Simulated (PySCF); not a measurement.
O2S2, SMILES S=S(=O)=O.

Geometry: B3LYP-D3(BJ)/def2-SVP.

The numbers are results of SMD-ωB97X/def2-SVP (PySCF), not measurements.

Solvation free energies are E(SMD) − E(gas) at the gas-phase geometry, for 1 M in both phases. In vacuum the dipole moment is 1.11 D.

Estimate the solvation free energies in water, n-hexane, toluene. (An estimate is asked for; the answer gives what the named calculation found.)


```tsv
solvent	ΔG(solv) (kcal/mol)	its non-electrostatic (CDS) part	dipole (D)
water	-3.4	-0.5	1.54
n-hexane	-3.5	-2.9	1.18
toluene	-4.2	-3.4	1.19
```
